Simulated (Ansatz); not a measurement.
The molecule TaF+, multiplicity 4 (lowest of 2S+1 = 2, 4, 6, 8 at CCSD(T)/def2-TZVPP on PBE0 minima; our sources give no spin for the ground state, which may be another). No spin–orbit coupling.

Constants: fifth-degree fit in 1/R to seven points, most abundant isotopes. In def2 and cc sets the state is the lowest found near the PBE0 minimum, followed along R.

Correlated levels freeze the inner cores; with def2 sets outer-core shells near the valence are correlated too. CBS(a, b) extrapolates the correlation energy as X⁻³ and adds the Hartree–Fock energy of set b.

Codes used: Ansatz (a first-principles code).  In def2 rows elements past Kr take small-core potentials, without spin–orbit coupling.

Q: What bond length and harmonic frequency does PBE/def2-TZVPP give?

A: r_e = 1.779 Å, ω_e = 786 cm⁻¹.

Q: What bond length and harmonic frequency does wB97X-V/def2-TZVPP give?

A: r_e = 1.776 Å, ω_e = 802 cm⁻¹.

Q: What bond length and harmonic frequency does CCSD(T)/CBS(def2-TZVPP, def2-QZVPP) give?

A: r_e = 1.777 Å, ω_e = 803 cm⁻¹.
